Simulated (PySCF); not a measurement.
Can point charges reproduce the dipole moment of `s1nc(cc1C)C(F)(F)F`?

Coordinates (GFN2-xTB, Å) and charges (e) from the PBE0/pcSseg-1 density (PySCF):

```json
{"atom": "C1", "x": "-2.569", "y": "0.083", "z": "0.264", "Mulliken": "-0.1075", "IAO": "-0.4317", "Hirshfeld": "-0.1136", "ESP-fitted": "-0.5764"}
{"atom": "C2", "x": "-1.161", "y": "-0.305", "z": "0.015", "Mulliken": "-0.5125", "IAO": "-0.1281", "Hirshfeld": "-0.0061", "ESP-fitted": "+0.1633"}
{"atom": "C3", "x": "-0.054", "y": "0.492", "z": "-0.101", "Mulliken": "+0.0397", "IAO": "-0.2223", "Hirshfeld": "-0.0855", "ESP-fitted": "-0.3074"}
{"atom": "C4", "x": "1.087", "y": "-0.300", "z": "-0.337", "Mulliken": "-0.0906", "IAO": "+0.0481", "Hirshfeld": "+0.0046", "ESP-fitted": "+0.2119"}
{"atom": "C5", "x": "2.477", "y": "0.229", "z": "-0.517", "Mulliken": "+0.9663", "IAO": "+0.8074", "Hirshfeld": "+0.2572", "ESP-fitted": "+0.4245"}
{"atom": "F6", "x": "2.998", "y": "-0.085", "z": "-1.711", "Mulliken": "-0.2637", "IAO": "-0.2729", "Hirshfeld": "-0.0966", "ESP-fitted": "-0.1584"}
{"atom": "F7", "x": "2.513", "y": "1.569", "z": "-0.426", "Mulliken": "-0.2745", "IAO": "-0.2862", "Hirshfeld": "-0.0908", "ESP-fitted": "-0.1677"}
{"atom": "F8", "x": "3.329", "y": "-0.236", "z": "0.409", "Mulliken": "-0.2638", "IAO": "-0.2730", "Hirshfeld": "-0.0968", "ESP-fitted": "-0.1594"}
{"atom": "N9", "x": "0.891", "y": "-1.595", "z": "-0.400", "Mulliken": "-0.4784", "IAO": "-0.4471", "Hirshfeld": "-0.1939", "ESP-fitted": "-0.3851"}
{"atom": "S10", "x": "-0.672", "y": "-1.952", "z": "-0.181", "Mulliken": "+0.4684", "IAO": "+0.5275", "Hirshfeld": "+0.1943", "ESP-fitted": "+0.1915"}
{"atom": "H11", "x": "-2.937", "y": "-0.379", "z": "1.179", "Mulliken": "+0.1461", "IAO": "+0.1667", "Hirshfeld": "+0.0543", "ESP-fitted": "+0.1886"}
{"atom": "H12", "x": "-3.207", "y": "-0.248", "z": "-0.555", "Mulliken": "+0.1462", "IAO": "+0.1667", "Hirshfeld": "+0.0543", "ESP-fitted": "+0.1879"}
{"atom": "H13", "x": "-2.651", "y": "1.163", "z": "0.358", "Mulliken": "+0.1325", "IAO": "+0.1653", "Hirshfeld": "+0.0595", "ESP-fitted": "+0.1932"}
{"atom": "H14", "x": "-0.046", "y": "1.563", "z": "-0.025", "Mulliken": "+0.0917", "IAO": "+0.1796", "Hirshfeld": "+0.0590", "ESP-fitted": "+0.1935"}
```

Compute μ = Σ q r for each scheme (1 e·Å = 4.803 D) and compare with the dipole of the full density.

The full density gives (-4.66, 1.07, 0.81) D, 4.85 D in size; dipole vectors point from the negative to the positive end.

```csv
scheme,μx,μy,μz,size (D),share of the full size (%),angle to the full dipole (°)
Mulliken,-5.71,0.59,0.94,5.82,120,7
IAO,-6.47,-1.18,0.93,6.64,137,23
Hirshfeld,-3.32,-0.22,0.50,3.37,69,17
ESP-fitted,-4.74,1.07,0.82,4.92,101,0
```

Which set comes closest?

Length of the difference vector: ESP-fitted 0.07 D, Mulliken 1.16 D, Hirshfeld 1.89 D, IAO 2.89 D. Closest: ESP-fitted. 

What is left for the Hirshfeld atoms' own dipoles?

The shares of the density sum to the whole, so what Σ q r misses lies in dipoles about the nuclei. The atomic dipoles sum to (-4.66, 1.07, 0.81) − (-3.32, -0.22, 0.50) = (-1.34, 1.29, 0.31) D, 1.89 D in size.

With the origin at the mean of the coordinates, (0.000, 0.000, -0.145) Å, which are the largest single terms, by size, of the Hirshfeld dipole along the direction of the full one?

C5 -2.96, F8 +1.47, F6 +1.47, C1 -1.39, N9 +1.16 D; all 14 atoms together +3.23 D. The single terms depend on the origin, their sum doesn't.

Give the size of the full dipole in other units.

4.85 D = 1.909 au = 1.010 e·Å = 16.19 × 10⁻³⁰ C·m.

Geometry: GFN2-xTB; no solvent, vibrations or thermal averaging.

Shape of the structure used: `[CH3:1][c:2]1[cH:3][c:4]([C:5]([F:6])([F:7])[F:8])[n:9][s:10]1`: C3–C4–C5–F6 -120°.
